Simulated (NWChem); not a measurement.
Molecule: CH4BF2N; SMILES CNB(F)F

```xyz
9

B      0.0104    -0.5695     0.0000
F      0.7267    -1.6995     0.0003
F     -1.3237    -0.6759     0.0000
N      0.6417     0.6780    -0.0002
C     -0.0210     1.9728    -0.0006
H      1.6525     0.7029    -0.0005
H      0.2372     2.5603    -0.8913
H      0.2418     2.5630     0.8868
H     -1.1016     1.8168     0.0024
```
Atoms are numbered in this order, from 1.

Program: NWChem. Pople sets run with spherical d functions. Geometry: optimised at B3LYP/6-31G* (spherical d). Atomic charges in e: unrestrained fits to the electrostatic potential beside Mulliken populations; buried atoms are poorly determined by the fit.

For level Hartree-Fock/6-31G*:

| Quantity | Value |
|---|---|
| ESP B1 | 0.87 |
| Mulliken B1 | 1.01 |
| Mulliken F2 | -0.42 |
| Mulliken F3 | -0.42 |
| ESP N4 | -0.74 |
| Mulliken N4 | -0.80 |
| Mulliken C5 | -0.29 |

Task: What are these values for level B3LYP/def2-SVP?

Result: 
| Item | Value |
|---|---|
| ESP B1 | 0.69 |
| Mulliken B1 | 0.15 |
| Mulliken F2 | -0.14 |
| Mulliken F3 | -0.14 |
| ESP N4 | -0.58 |
| Mulliken N4 | -0.17 |
| Mulliken C5 | 0.11 |
